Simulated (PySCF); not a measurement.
# Continuum solvent and chemical shifts

Numbering as in the mapped SMILES `[CH3:1][C:2]([CH3:3])([S-:4])[c:5]1[cH:6][cH:7][n:8][cH:9][cH:10]1` (H(Xn): hydrogen on atom n).

GIAO PBE0/pcSseg-1 in PySCF 2.14 on one PBE0-D3(BJ)/def2-SVP conformer, non-relativistic, equivalent nuclei averaged. Solvents enter as an IEF-PCM continuum (chloroform with ε = 4.7, water with ε = 78.4) around the gas-phase geometry. Shifts are referred to TMS, CS2 computed in the same medium.

In chloroform, δ in ppm: C5 174.4, C7/C9 154.8, C6/C10 123.4, C2 43.0, C1/C3 38.2, S4 186.1, H(C7)/H(C9) 8.18, H(C6)/H(C10) 7.25, H(C1)/H(C3) 1.73. Dipole moment 6.91 D.

(1) How does each δ change in the more polar medium?

(2) Which nuclei move most (in ppm), and what does the model miss?

## Answers

(1) 
| atoms | environment | Δδ, water |
| --- | --- | --- |
| C5 | substituted aromatic carbon | +1.0 |
| C7/C9 | aromatic CH next to a ring nitrogen | +1.3 |
| C6/C10 | aromatic CH | +0.5 |
| C2 | fully substituted sp3 carbon bonded to S, on an aromatic ring | -0.2 |
| C1/C3 | methyl carbon | +0.2 |
| S4 | sulfur bonded to C | -51.1 |
| H(C7)/H(C9) | hydrogen on an aromatic CH next to a ring nitrogen | +0.19 |
| H(C6)/H(C10) | hydrogen on an aromatic CH | +0.15 |
| H(C1)/H(C3) | hydrogen on a methyl carbon | +0.03 |

Changes are relative to chloroform. The dipole moment becomes 7.87 D in water.

(2) S4 (sulfur bonded to C, -51.1 ppm) in water. A continuum only polarises the solute; specific hydrogen bonds, the anisotropy of aromatic solvents and changes of geometry or conformer are outside it, as are counter-ions.
